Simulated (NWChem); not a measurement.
System: Si$_{2}$NH$_{5}$, singlet; SMILES [SiH3][Si]N

NWChem input:

```
start job
memory heap 200 mb stack 900 mb global 1100 mb
geometry units angstroms noautoz
  Si    -0.878398     0.845898    -0.002946
  N      0.675731     1.623715     0.000647
  H      0.753523     2.646660     0.000776
  H      1.601565     1.180565     0.002906
  Si     0.045037    -1.400755    -0.001227
  H      1.562743    -1.414699     0.003887
  H     -0.406570    -2.183036    -1.213609
  H     -0.414852    -2.185279     1.206558
end
basis spherical
  * library def2-tzvp
end
dft
  xc b3lyp
  iterations 150
  mulliken
end
task dft energy
```

Low-valent species are run as closed-shell singlets; no triplet was tried in these runs. The geometry was optimised at PBE-D3(BJ)/def2-SVP.

Question: Give the results of this calculation. (B3LYP/def2-TZVP.) Quantities: energy (Ha); highest occupied level (eV); orbital gap (eV); dipole (D).

Answer: 
```json
{
  "energy (Ha)": "-636.81",
  "highest occupied level (eV)": "-5.96",
  "orbital gap (eV)": "3.82",
  "dipole (D)": "2.13"
}
```
